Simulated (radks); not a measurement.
The technetium ion Tc42+, 1 electrons, occupied as 1s1.

All-electron calculation, Dirac Kohn-Sham, Wu-Cohen GGA, spin-unpolarised, spherical densities, point nucleus. Program: a radial shooting solver on a logarithmic mesh with Libxc functionals.

Energy parts (eV):
total: -25730.840
kinetic: 27099.568
electron-nucleus: -52908.141
Hartree: 379.027
exchange-correlation: -301.295

Orbitals (lengths in bohr, moments of r in powers of bohr; <r^-3> diverges for s and p1/2; r(90%) holds 90 % of the orbital's charge):
1s1/2: occ. 1; eigenvalue (eV) -25434.21; r(90%) 0.0604; small-component weight 2.52e-02
2s1/2: occ. 0; eigenvalue (eV) -6305.125; r(90%) 0.208; small-component weight 6.25e-03
2p1/2: occ. 0; eigenvalue (eV) -6277.874; r(90%) 0.182; small-component weight 6.22e-03
2p3/2: occ. 0; eigenvalue (eV) -6118.427; r(90%) 0.187; <r^-3> 3396; small-component weight 6.06e-03

The highest occupied level is 1s1/2 at -25434 eV. For comparison, the ionisation energy in NIST's Atomic Spectra Database is 25787.0 eV (theoretical). In exact Kohn-Sham theory the highest level is minus the ionisation energy, but local and semilocal functionals leave it too shallow, through self-interaction and a potential that decays too fast; potentials with the right tail come closer. The density falls to 0.001 e/bohr^3 at r = 0.20 bohr. Summed over all electrons, <r^2> = 0.001536 bohr^2, which gives a Langevin (diamagnetic) susceptibility term of -0.00122 x 10^-6 cm^3/mol.

Beside tabulated values, note that spin-unpolarised runs miss the spin-polarisation part of the exchange energy of open shells.
